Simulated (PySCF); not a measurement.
sulfur trioxide (O₃S), SMILES O=S(=O)=O. Atoms are numbered in the order given.

```xyz
4

O      1.4192     0.0000     0.0000
S      0.0000     0.0000     0.0000
O     -0.7096    -1.2290     0.0000
O     -0.7096     1.2290     0.0000
```

Coordinates come from a ωB97X-D3(BJ)/def2-TZVP optimisation.

Level of theory: PySCF with SMD-M06-2X/6-31G*.

Solvation free energies are E(SMD) − E(gas) at the gas-phase geometry, for 1 M in both phases. In vacuum the dipole moment is 0.00 D.

Computed solvation free energies in water, ethanol, toluene:
| solvent | ΔG(solv) (kcal/mol) | its non-electrostatic (CDS) part | dipole (D) |
|---|---|---|---|
| water | -3.2 | -0.1 | 0.00 |
| ethanol | -0.4 | 2.5 | 0.00 |
| toluene | -3.3 | -2.3 | 0.00 |
